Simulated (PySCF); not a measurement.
C4H4OSe, SMILES C=C1[Se]CC1=O.

Coordinates come from a B3LYP-D3(BJ)/def2-SVP optimisation. This is a generated structure with no PubChem entry under its InChIKey; it may be hypothetical.

Level of theory: PBE/def2-TZVP run with PySCF.

Symmetry labels are those of the subgroup Cs that the program uses (full group Cs).

Computed valence orbital energies around the gap with their symmetry:
```
orbital  symmetry  energy (eV)
-------  --------  -----------
HOMO−7         A'       -11.39
HOMO−6         A'       -10.35
HOMO−5         A"        -9.64
HOMO−4         A'        -8.95
HOMO−3         A'        -8.11
HOMO−2         A"        -7.86
HOMO−1         A'        -6.39
HOMO           A"        -5.56
LUMO           A"        -3.05
LUMO+1         A'        -1.73
LUMO+2         A'        -0.28
LUMO+3         A"         0.24
```
